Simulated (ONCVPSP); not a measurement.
## Cutoff test, hydrogen (H), ONCV

ONCVPSP 4.0.1 input, shortened (lines: element, Z, core and valence counts, functional; n l f; lmax; l rc ep ncon nbas qcut; lloc lpopt rc5 dvloc0; l nproj debl; icmod fcfact rcfact), LDA (Perdew-Wang 92), scalar-relativistic:

```
  H 1.00    0    1  -001012      upf
    1    0    1.00
    1
    0    1.20    0.00    4    7    4.80
    1    1.15    0.08    4    7    6.60
    4    3    0.75    2.00
    0    2    0.80
    1    3    1.40
    0    0.00    0.00
```

**Question.** For each optimised wave give the share of its norm inside rc, the residual kinetic energy above qcut (Ha) and the cutoffs (Ha) for errors of 10, 1, 0.1 and 0.01 mHa per electron.

**Answer.**

| wave | norm inside rc | residual KE | 10 mHa | 1 mHa | 0.1 mHa | 0.01 mHa |
| --- | --- | --- | --- | --- | --- | --- |
| 1s | 0.380 | 1.6e-03 | 6.7 | 13.3 | 67.2 | 84.6 |
| s projector 2 | 0.183 | 1.7e-03 | 7.0 | 12.9 | 30.8 | 102.0 |
| p projector 1 | 0.006 | 3.8e-07 | 0.5 | 1.7 | 4.8 | 10.7 |
| p projector 2 | 0.100 | 1.6e-05 | 4.0 | 8.6 | 15.8 | 23.0 |
| p projector 3 | 0.105 | 4.7e-05 | 6.1 | 11.5 | 19.3 | 26.6 |

The occupied waves need 13 Ha and 67 Ha for 1 and 0.1 mHa. Rows with under 1 % of the norm inside rc give no meaningful cutoff.
